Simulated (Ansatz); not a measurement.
Cost and result for the atomization energy of C$_{2}$H$_{8}$ClGeNO, SMILES `C[NH][GeH]([Cl])[O]C` (14 atoms, 13 bonds).

Cartesian coordinates in Å:
```
C 1.8693 0.7554 -1.1388
N 0.6150 0.7837 -0.4114
Ge -0.7477 -0.3651 -0.7505
Cl 0.1666 -2.3151 -0.8415
O -1.8728 -0.2638 0.5972
C -1.4245 -0.5307 1.9116
H 1.8228 1.2179 -2.1333
H 2.6460 1.2668 -0.5637
H 2.1919 -0.2793 -1.2657
H 0.2976 1.7199 -0.2039
H -1.6055 -0.1901 -2.0083
H -1.2368 -1.5997 2.0567
H -2.2134 -0.2191 2.5989
H -0.5087 0.0191 2.1527
```

Charge 0, multiplicity 1. Correlated methods include outer-core shells of Ge, which these sets cover unevenly. Scalar relativity is left out up to krypton. Geometry: relaxed with PBE0-D4/def2-TZVP. It is one conformer, not always the lowest. Program: Ansatz. All runs use 2 threads of an AMD EPYC 7R13 on a shared host and a share of an NVIDIA H100 80 GB. Times are those of one run each, without the atoms' runs, and a repeat can differ threefold. Electronic energies, without spin–orbit coupling; frozen cores. CCSD(T)/CBS adds CCSD(T) − MP2 in def2-TZVPP to the MP2 limit, and its time is that of the two runs behind it. T1 = 0.011. With those shells the extrapolation isn't a true limit. B3LYP takes the VWN-RPA correlation (the form of Gaussian; ORCA's B3LYP/G).

CCSD(T)/CBS is a level of theory with its own doubt, some kJ/mol a heavy atom from the limit and from the frozen cores, so smaller differences don't rank the functionals.

```csv
level,functions,wall time,atomization (kcal/mol),difference from CCSD(T)/CBS,per bond
PBE-D4/def2-TZVPP (with forces),326,2.3 s,1208.5,18.3,1.4
PBE0-D4/def2-TZVPP,326,2.3 s,1186.9,-3.3,-0.3
B2PLYP/def2-TZVPP,326,2.7 s,1173.4,-16.8,-1.3
ωB97X-V/def2-TZVPP,326,2.8 s,1193.5,3.3,0.3
B3LYP-D4/def2-TZVPP (with forces),326,2.8 s,1185.1,-5.1,-0.4
r2SCAN-D4/def2-TZVPP (with forces),326,2.9 s,1188.1,-2.1,-0.2
ωB97M-V/def2-TZVPP (with forces),326,3.6 s,1189.3,-0.9,-0.1
MP2/def2-QZVPP,627,4.5 s,1195.1,4.9,0.4
CCSD(T)/def2-TZVPP,326,7.5 s,1160.1,-30.1,-2.3
CCSD(T)/CBS(def2),–,12 s,1190.2,0.0,0.0
```

The D4 term adds +12.5 kcal/mol with B3LYP and +6.7 kcal/mol with PBE0; it sums over pairs of atoms, weighted by their polarisabilities, and B3LYP, whose exchange is more repulsive, gets the larger term. In def2-TZVPP, CCSD(T) changes the Hartree–Fock value by +317.4 kcal/mol (the triples alone add +18.5 kcal/mol) and MP2 by +334.7 kcal/mol; breaking electron pairs costs correlation energy, which Hartree–Fock lacks. From PBE to PBE0 (25 % exact exchange), in def2-TZVPP and without D4, the atomization energy moves by −20.5 kcal/mol: exact exchange takes away binding that semilocal exchange gives to molecules.
